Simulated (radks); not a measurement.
The mean radii <r> (bohr) of the occupied orbitals of an atom or ion are listed with their occupations. All-electron calculation, scalar-relativistic Kohn-Sham, PBE, spin-unpolarised, spherical densities, point nucleus. Program: a radial shooting solver on a logarithmic mesh with Libxc functionals.

orbital  occ.      <r>
1s          2  0.01834
2s          2  0.07756
2p          6  0.06944
3s          2   0.2010
3p          6   0.2013
3d         10   0.1824
4s          2   0.4495
4p          6   0.4780
4d         10   0.5113
5s          2    1.067
5p          6    1.249
4f         14   0.6078
6s          2    3.176
5d          4    2.074

Name the element and its charge.

Answer. Z = 74, tungsten, charge 0: W in [Xe] 4f14 5d4 6s2. The 1s radius gives Z: for a bare nucleus <r> = (2 gamma + 1)/(2Z) with gamma = sqrt(1 - (Z/c)^2), 0.01813 bohr for Z = 74, and screening makes it slightly larger (0.01834 here). The occupations add up to 74, and the charge is Z minus that.
